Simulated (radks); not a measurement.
Values are calculated unless marked as measured or tabulated.
Task: All-electron atom: Ce+ in [Xe] 5d2 6s1 (not the ground configuration). Code: a radial shooting solver on a logarithmic mesh with Libxc functionals. Model: Dirac Kohn-Sham, LDA (Slater exchange, Perdew-Wang correlation), spin-unpolarised, spherical densities, finite nucleus; open shells are shared between the two j in proportion to 2j + 1; Fermi nuclear charge, rms radius 4.8771 fm. Some entries of the table are withheld. Estimate them.

orbital  occ.  eigenvalue (hartree)  <1/r> (bohr^-1)  <r^2> (bohr^2)
1s1/2       2             -1477.448            63.28       0.0008221
2s1/2       2             -236.9522            14.92         0.01302
2p1/2       2             -223.8547            14.91        0.009543
2p3/2       4             -207.4661            13.50         0.01080
3s1/2       2             -51.46527            5.380         0.08889
3p1/2       2             -45.90408            5.297         0.08371
3p3/2       4             -42.68626            4.946         0.09127
3d3/2       4             -32.91867            4.813         0.07470
3d5/2       6             -32.22725            4.725         0.07684
4s1/2       2             -10.81900            2.243          0.4565
4p1/2       2              -8.74910            2.141          0.4863
4p3/2       4              -8.04625            2.025          0.5272
4d3/2       4              -4.63524            1.813          0.6223
4d5/2       6              -4.51102            1.784          0.6383
5s1/2       2                   (1)           0.9026             (2)
5p1/2       2              -1.25324           0.8034           3.083
5p3/2       4              -1.14121           0.7612           3.382
5d3/2     0.8              -0.37371           0.5195           7.362
5d5/2     1.2              -0.36343           0.5098           7.623
6s1/2       1              -0.33862           0.3332             (3)

Result: 
(1) 5s1/2 eigenvalue (hartree): -1.84204
(2) 5s1/2 <r^2> (bohr^2): 2.470
(3) 6s1/2 <r^2> (bohr^2): 16.21
